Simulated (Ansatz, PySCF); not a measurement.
Noncovalent pair: CH4 (SMILES C) (first 5 atoms) with C3H8 (SMILES CCC); geometry from B3LYP-D3(BJ)/def2-TZVP, rigid monomers moved along the line of their centres of mass till C1···H12 is 4.40 Å.
(charge 0, multiplicity 1):
```tsv
atom	x (Å)	y (Å)	z (Å)
C	0.0176	0.1592	0.1747
H	0.1125	0.2671	-0.9049
H	-0.8960	-0.3864	0.4061
H	0.8746	-0.3891	0.5626
H	-0.0223	1.1443	0.6370
C	0.4101	-1.3735	5.1036
C	0.4795	0.1455	5.2354
C	-0.8985	0.8017	5.2240
H	1.4049	-1.8232	5.1103
H	-0.1599	-1.8126	5.9262
H	-0.0807	-1.6631	4.1715
H	1.0833	0.5540	4.4203
H	1.0003	0.4075	6.1612
H	-0.8273	1.8872	5.3168
H	-1.4292	0.5803	4.2952
H	-1.5135	0.4361	6.0502
```

Counterpoise-corrected where a basis set is named; no monomer relaxation.

Frozen-core correlation.

Programs: Ansatz (a program for electronic structure) with Gaussian orbitals; PySCF for the dispersion terms. 

PBE/def2-TZVPPD gives -0.13 kcal/mol for the interaction energy.

**Question.** Predict the shift from PBE, with its sign, for: PBE-D3(BJ)/def2-TZVPPD, r2SCAN/def2-TZVPPD, B3LYP/def2-TZVPPD, wB97M-V/def2-TZVPPD, MP2/aug-cc-pVDZ, CCSD(T)/aug-cc-pVDZ.

**Answer.** PBE-D3(BJ)/def2-TZVPPD -0.29; r2SCAN/def2-TZVPPD 0.03; B3LYP/def2-TZVPPD 0.22; wB97M-V/def2-TZVPPD -0.18; MP2/aug-cc-pVDZ -0.16; CCSD(T)/aug-cc-pVDZ -0.17 kcal/mol. 2 of 6 lie above PBE; the widest gap is to PBE-D3(BJ)/def2-TZVPPD.
